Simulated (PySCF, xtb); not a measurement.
B(AsH2)(F)(H) (AsBFH₃), SMILES FB[AsH2].

Harmonic wavenumbers (cm⁻¹) from GFN2-xTB (xtb) at its own minimum, in rising order: 139, 240, 458, 532, 704, 748, 1000, 1049, 1235, 1924, 1937, 2562.

**Question.** What does PySCF with PBE-D3(BJ)/def2-TZVP give at its own minimum? (Estimate from the structure and the level; the computed values follow.)

**Answer.** 176, 250, 442, 527, 693, 808, 951, 1061, 1262, 2145, 2164, 2540. Paired by order, the mean absolute difference is 58 cm⁻¹ and the zero-point energies are 17.9 and 18.6 kcal/mol.
